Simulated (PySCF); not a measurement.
In(H)(NHMe)2, C2H9InN2, SMILES [NH]([InH][NH]C)C, PBE0/def2-SVP optimised geometry.

```
14

In     0.66    -0.53     0.00
H      2.37    -0.53     0.00
N     -0.45     1.17     0.00
C      0.02     2.53     0.01
H     -1.46     1.10     0.01
H     -0.30     3.10     0.90
H     -0.30     3.11    -0.88
H      1.13     2.56     0.00
N     -0.46    -2.21    -0.01
C     -1.90    -2.33     0.00
H      0.01    -3.11     0.00
H     -2.29    -2.85     0.89
H     -2.29    -2.87    -0.89
H     -2.37    -1.34    -0.01
```

Density from PBE0/def2-TZVP, def2 effective core potentials past Kr (PySCF) at that geometry. The core electrons that the potentials of In replace are not part of the density.

Minimum of the electron density along straight lines between bonded atoms, close to the bond critical point (lines longer than 1.1 times the sum of covalent radii, or with two minima, are not listed):

```
bond     length / Å  ρ at the minimum / e bohr⁻³  ∇²ρ there / e bohr⁻⁵  position (fraction from the first atom)
-------  ----------  ---------------------------  --------------------  ---------------------------------------
In1–H2        1.710                        0.107                  0.11                                     0.64
In1–N3        2.025                        0.113                  0.40                                     0.52
N3–C4         1.438                        0.275                 -0.74                                     0.60
N3–H5         1.014                        0.335                 -1.59                                     0.73
C4–H6         1.109                        0.271                 -0.91                                     0.64
C4–H7         1.109                        0.271                 -0.91                                     0.64
C4–H8         1.102                        0.274                 -0.93                                     0.64
In1–N9        2.025                        0.113                  0.40                                     0.52
N9–C10        1.438                        0.276                 -0.74                                     0.60
N9–H11        1.013                        0.335                 -1.59                                     0.73
C10–H12       1.109                        0.271                 -0.91                                     0.64
C10–H13       1.109                        0.271                 -0.91                                     0.64
C10–H14       1.102                        0.274                 -0.93                                     0.64
```
